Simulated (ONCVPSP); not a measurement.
Logarithmic derivatives: samarium (Sm), ONCV

ONCVPSP 4.0.1 input, shortened (lines: element, Z, core and valence counts, functional; n l f; lmax; l rc ep ncon nbas qcut; lloc lpopt rc5 dvloc0; l nproj debl; icmod fcfact rcfact), PBE, fully relativistic:

```
  Sm 62.00   10    3        4      upf
    1    0    2.00
    2    0    2.00
    2    1    6.00
    3    0    2.00
    3    1    6.00
    3    2   10.00
    4    0    2.00
    4    1    6.00
    4    2   10.00
    4    3    5.00
    5    0    2.00
    5    1    6.00
    5    2    1.00
    2
    0    1.65    0.00    4    7    4.50
    1    1.80    0.00    4    7    3.70
    2    2.60    0.00    5    9    6.60
    4    4    1.55    0.00
    0    2    2.10
    1    2    2.20
    2    3    1.20
    0    0.00    0.00
```

Open shells are filled in proportion to 2j + 1.

In the s channel the program set the typed energies aside and used -2.209, 0.250 Ha.

The phase is arctan(r·R′/R) of the radial function R(r), unwrapped; energies in Ha, scanned from -4 to 5 Ha. A pole is an energy at which the radial function vanishes at the test radius. The pseudo phase is shifted by a multiple of π to meet the all-electron one at the reference energy, and phase errors are pseudo minus all-electron; the curves can meet again beyond the range given. Levels narrower than the energy grid can be missing from the lists of poles.

```csv
channel,radius (bohr),reference energy (Ha),"poles, all-electron","poles, pseudo",unbroken range about the reference energy with phases within 0.05 rad,phase error 1 Ha above the reference energy (rad)
s,1.68,-2.21,-0.69,-0.69,below 3.2,-0.000
p3/2,1.82,-1.41,0.09,0.09,below 3.3,-0.000
p1/2,1.82,-1.55,-0.27,-0.27,the whole range,-0.000
d5/2,2.64,-0.55,"0.00, 3.63","0.00, 3.62",the whole range,+0.000
d3/2,2.64,-0.56,"-0.03, 3.56","-0.03, 3.56",the whole range,+0.000
```

Phases in the s channel:

| E (Ha) | all-electron | pseudo |
| --- | --- | --- |
| -3.98 | 0.879 | 0.879 |
| -3.50 | 0.490 | 0.490 |
| -3.02 | -0.316 | -0.316 |
| -2.54 | -0.987 | -0.987 |
| -2.06 | -1.281 | -1.281 |
| -1.58 | -1.427 | -1.427 |
| -1.10 | -1.516 | -1.516 |
| -0.62 | -1.579 | -1.579 |
| -0.14 | -1.631 | -1.631 |
| 0.34 | -1.679 | -1.679 |
| 0.82 | -1.729 | -1.729 |
| 1.30 | -1.787 | -1.787 |
| 1.78 | -1.863 | -1.864 |
| 2.26 | -1.977 | -1.981 |
| 2.74 | -2.177 | -2.191 |
| 3.22 | -2.592 | -2.649 |
| 3.70 | -3.346 | -3.471 |
| 4.18 | -3.951 | -4.053 |
| 4.66 | -4.237 | -4.317 |
